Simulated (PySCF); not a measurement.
# Stretching DyO

Set-up: Dy x2c-TZVPall, O x2c-TZVPall; spin-free X2C with a Gaussian nucleus (PySCF 2.14). Energies in eV from Dy (4f10 6s2) + O in their ground configurations at the same level. State: septet, about 9.1 electrons in the 4f shell (Mulliken), real f orbitals that mix terms.

All columns are PBE0. A positive dipole means Dy(−)O(+).

```json
{"R (Å)": "1.539", "E (eV)": "-4.268", "μ (D)": "-2.11", "Mulliken charge on Dy (basis-dependent)": "0.46", "HOMO (eV)": "-4.09", "LUMO (eV)": "-1.82", "Mayer bond order": "2.27", "⟨S²⟩": "12.01"}
{"R (Å)": "1.611", "E (eV)": "-5.238", "μ (D)": "-2.91", "Mulliken charge on Dy (basis-dependent)": "0.52", "HOMO (eV)": "-4.25", "LUMO (eV)": "-1.96", "Mayer bond order": "2.23", "⟨S²⟩": "12.01"}
{"R (Å)": "1.683", "E (eV)": "-5.792", "μ (D)": "-3.65", "Mulliken charge on Dy (basis-dependent)": "0.58", "HOMO (eV)": "-4.42", "LUMO (eV)": "-2.09", "Mayer bond order": "2.19", "⟨S²⟩": "12.01"}
{"R (Å)": "1.736", "E (eV)": "-5.994", "μ (D)": "-4.16", "Mulliken charge on Dy (basis-dependent)": "0.61", "HOMO (eV)": "-4.53", "LUMO (eV)": "-2.18", "Mayer bond order": "2.16", "⟨S²⟩": "12.01"}
{"R (Å)": "1.790", "E (eV)": "-6.050", "μ (D)": "-4.64", "Mulliken charge on Dy (basis-dependent)": "0.64", "HOMO (eV)": "-4.65", "LUMO (eV)": "-2.28", "Mayer bond order": "2.13", "⟨S²⟩": "12.01"}
{"R (Å)": "1.844", "E (eV)": "-5.990", "μ (D)": "-5.09", "Mulliken charge on Dy (basis-dependent)": "0.67", "HOMO (eV)": "-4.75", "LUMO (eV)": "-2.37", "Mayer bond order": "2.10", "⟨S²⟩": "12.01"}
{"R (Å)": "1.915", "E (eV)": "-5.771", "μ (D)": "-5.65", "Mulliken charge on Dy (basis-dependent)": "0.69", "HOMO (eV)": "-4.88", "LUMO (eV)": "-2.48", "Mayer bond order": "2.08", "⟨S²⟩": "12.02"}
{"R (Å)": "2.005", "E (eV)": "-5.341", "μ (D)": "-6.28", "Mulliken charge on Dy (basis-dependent)": "0.70", "HOMO (eV)": "-5.03", "LUMO (eV)": "-2.63", "Mayer bond order": "2.06", "⟨S²⟩": "12.02"}
{"R (Å)": "2.112", "E (eV)": "-4.686", "μ (D)": "-6.94", "Mulliken charge on Dy (basis-dependent)": "0.70", "HOMO (eV)": "-5.18", "LUMO (eV)": "-2.78", "Mayer bond order": "2.05", "⟨S²⟩": "12.03"}
{"R (Å)": "2.255", "E (eV)": "-3.726", "μ (D)": "-7.60", "Mulliken charge on Dy (basis-dependent)": "0.68", "HOMO (eV)": "-5.32", "LUMO (eV)": "-2.94", "Mayer bond order": "2.04", "⟨S²⟩": "12.08"}
```

A fit through these points gives, at Re = 1.787 Å, μ = -4.62 D and dμ/dR = -8.71 D/Å; the reduced mass is 14.57 u.

Task: How strong is the fundamental in the double-harmonic approximation, I = 42.26·(dμ/dR)²/μred km/mol?

Result: I = 42.26·(-8.71)²/14.57 = 220 km/mol at PBE0.

These are scalar-relativistic numbers at best; spin–orbit coupling would shift them, the dissociation energy most. With d or f electrons several states lie close, and the lowest PBE0 determinant need not be the measured ground state.
